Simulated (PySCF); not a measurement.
W(O)(S)(NH2)(OSiH3) (H5NO2SSiW), SMILES [NH2][W](=[O])(=[S])[O][SiH3], multiplicity 1.

Geometry: B3LYP-D3(BJ)/def2-SVP. The multiplicity is an assumed one; no other spin state was optimised. The structure was generated by enumeration; whether it is a known compound was not checked. The def2 effective core potentials stand for the cores of W; spin–orbit coupling is left out. Other conformers were not sampled.

Two levels are set side by side: PBE/def2-TZVP (PySCF) and B3LYP/def2-TZVP (PySCF). Same geometry, gas phase. Differences are taken from unrounded values.

```csv
quantity,B3LYP
orbital gap (eV),4.78
highest occupied level (eV),-7.16
lowest empty level (eV),-2.37
dipole moment (D),3.84
mean polarisability (bohr³),99.9
```

Question: What does PBE give, and how far is it from B3LYP? (Estimate from the structure and the level; the computed values follow.)

Answer: 
| quantity | PBE | PBE minus B3LYP |
|---|---|---|
| orbital gap (eV) | 3.28 | -1.50 |
| highest occupied level (eV) | -6.18 | 0.98 |
| lowest empty level (eV) | -2.90 | -0.53 |
| dipole moment (D) | 3.79 | -0.05 |
| mean polarisability (bohr³) | 103.2 | 3.3 |

Without exact exchange PBE keeps part of each electron's self-repulsion, which lifts occupied levels and narrows the gap. Loosely held outer electrons make PBE densities more polarisable. Differences between two approximate levels are no errors against the true value.

Rough cost on one machine, each run with all the roots and properties that it gave: B3LYP against PBE within a factor of 2.
